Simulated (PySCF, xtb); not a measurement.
Sn(OH)2(PH2)2 (H6O2P2Sn), SMILES [OH][Sn]([OH])([PH2])[PH2].

GFN2-xTB (xtb 6.7.1) at its own geometry gives an orbital gap of 2.08 eV and a dipole moment of 2.35 D.

Geometry optimised at B3LYP-D3(BJ)/def2-SVP. The structure was generated by enumeration; whether it is a known compound was not checked. The def2 effective core potentials stand for the cores of Sn; spin–orbit coupling is left out. One conformer was computed; it need not be the lowest.

Q: What does M06-2X/def2-TZVP run with PySCF give? (The exact figures need the calculation; the answer reports its results.)

A: gap 7.60 eV (levels -8.24 and -0.64 eV), dipole 1.57 D.
